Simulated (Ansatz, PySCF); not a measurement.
Isomers of CH3NO: 1 is C(N)=O, 2 is CN=O; one conformer of each (the lowest of an xTB search), B3LYP-D3(BJ)/def2-TZVP minima.
Isomer 1 (charge 0, multiplicity 1, Z-matrix in Å and degrees):
```
C
O 1 1.2093
N 1 1.3564 2 124.95
H 3 1.0045 1 121.30 2 -179.99
H 3 1.0072 4 119.31 1 -179.97
H 1 1.1056 2 122.74 3 -180.00
```
Isomer 2 (charge 0, multiplicity 1):
```xyz
6

C     -0.4336     0.0054    -0.0054
N      0.9377     0.4023     0.3811
O      1.7996    -0.2316    -0.1609
H     -0.4296    -0.8142    -0.7248
H     -0.9562    -0.2610     0.9164
H     -0.9178     0.8991    -0.4064
```

No zero-point or thermal terms.

Cores are frozen in the correlated methods. Rows in 6-31G* carry no dispersion term and start afresh at each structure (6-31G* with six Cartesian d functions).

The values were computed with Ansatz (Gaussian orbitals); PySCF for 6-31G* rows, the dispersion terms. Each number belongs to the level named beside it.

| level | electronic energy of isomer 2 less that of isomer 1 (kcal/mol) |
|---|---|
| HF/6-31G* | 63.71 |
| PBE/def2-TZVPP | 63.38 |
| r2SCAN/def2-TZVPP | 66.67 |
| PBE0-D3(BJ)/def2-TZVPP | 65.92 |
| wB97X-V/def2-TZVPP | 63.36 |
| B2PLYP-D4/def2-TZVPP | 65.65 |
| MP2/cc-pVDZ | [?] |
| SCS-MP2/cc-pVTZ | 63.75 |
| CCSD/cc-pVQZ | 64.20 |

**Question.** Some entries are withheld; supply them.

**Answer.** 
- MP2/cc-pVDZ, electronic energy of isomer 2 less that of isomer 1 (kcal/mol): 61.94

Ansatz is a program for electronic structure.
